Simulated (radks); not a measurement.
Spherical quantum dot in the effective-mass picture: electrons in a parabolic well V = omega^2 r^2 / 2 with omega = 0.0571, with a point charge +2 (a donor) at the centre, all in effective atomic units (hartree* = m*/eps^2 hartree, bohr* = eps/m* bohr), one dielectric constant everywhere. Calculated with a radial shooting solver with Libxc functionals: non-relativistic Kohn-Sham, PBE, spin-polarised, spherical densities. Levels are named by radial order and angular momentum (1s, 1p, 1d, 2s, ...), and open shells are averaged over m. Results are scaled to m* = 0.162 and eps = 12.8, for which hartree* = 26.91 meV and bohr* = 4.181 nm.

N = 15, configuration 1s2 1p6 1d(up 5, down 0) 2s2. This is the lowest configuration that the search found (a dilute case). Occupied levels:

level    occupation  eigenvalue (meV)  <r> (nm)
1s down           1            17.123     3.958
1s up             1            17.146     3.961
2s up             1            30.570     47.97
2s down           1            30.719     39.30
1p up             3            30.816     50.39
1p down           3            31.095     44.09
1d up             5            31.234     53.23

Energy (meV): total 159.531, kinetic 87.532, external -163.01, Hartree 295.28, exchange-correlation -60.274.

Electron density:

r (nm)  n(r) (e/nm^3)
1.89         0.008811
6.62        0.0002172
11.4       0.00001272
16.1        6.747e-06
20.8        8.428e-06
25.6       0.00001023
30.3       0.00001184
35.0       0.00001320
39.8       0.00001413
44.5       0.00001428
49.3       0.00001327
54.0       0.00001102
58.7        7.900e-06
63.5        4.686e-06
68.2        2.223e-06
73.0        8.790e-07
77.7        2.995e-07
82.4        8.590e-08
87.2        2.030e-08
91.9        4.040e-09
